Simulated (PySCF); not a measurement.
Isomers of C2H5NOSi, mass 87.014 u with the commonest isotopes. Computed with PySCF, PBE0-D3(BJ)/def2-SVP geometry optimisation, gas phase. One conformer each, none proved a minimum here; rigid rotors.

Task: Order these by rotational constant B, smallest first.
A. `[SiH3:1][O:2][C@H:3]1[CH:4]=[N:5]1` with Si1–O2–C3–C4 -43°
B. SiH2Me(NCO), `O=C=N[SiH2]C`
C. `[SiH3:1][O:2][C:3]1=[N:4][CH2:5]1` with Si1–O2–C3–N4 2°

Result: B (1752 MHz), C (2276 MHz), A (2745 MHz).

Task: Order these by rotational constant A, smallest first.
A. `[SiH3:1][O:2][C:3]1=[N:4][CH2:5]1` with Si1–O2–C3–N4 2°
B. `[SiH3:1][O:2][C@H:3]1[CH:4]=[N:5]1` with Si1–O2–C3–C4 -43°
C. SiH2Me(NCO), `[H][Si]([H])(C)N=C=O`

Result: B (10455 MHz), C (13598 MHz), A (15600 MHz).

Task: Order these by rotational constant C, largest first.
A. `C(=O)=N[SiH2]C` (SiH2Me(NCO))
B. `[SiH3:1][O:2][C:3]1=[N:4][CH2:5]1` with Si1–O2–C3–N4 2°
C. `[SiH3:1][O:2][C@H:3]1[CH:4]=[N:5]1` with Si1–O2–C3–C4 -43°

Result: C (2502 MHz), B (2064 MHz), A (1597 MHz).

```json
{"SMILES": "[H][Si]([H])(C)N=C=O", "point group": "–", "Ia (u·Å²)": "37.17", "Ib (u·Å²)": "288.43", "Ic (u·Å²)": "316.41", "κ": "-0.97", "μa (D)": "2.64", "μb (D)": "0.23", "μc (D)": "0.00"}
{"SMILES": "[SiH3]OC1=NC1", "point group": "near Cs", "Ia (u·Å²)": "32.40", "Ib (u·Å²)": "222.04", "Ic (u·Å²)": "244.87", "κ": "-0.97", "μa (D)": "1.59", "μb (D)": "1.13", "μc (D)": "0.06"}
{"SMILES": "[SiH3]O[C@H]1C=N1", "point group": "C1", "Ia (u·Å²)": "48.34", "Ib (u·Å²)": "184.08", "Ic (u·Å²)": "201.96", "κ": "-0.94", "μa (D)": "0.59", "μb (D)": "0.04", "μc (D)": "1.69"}
```
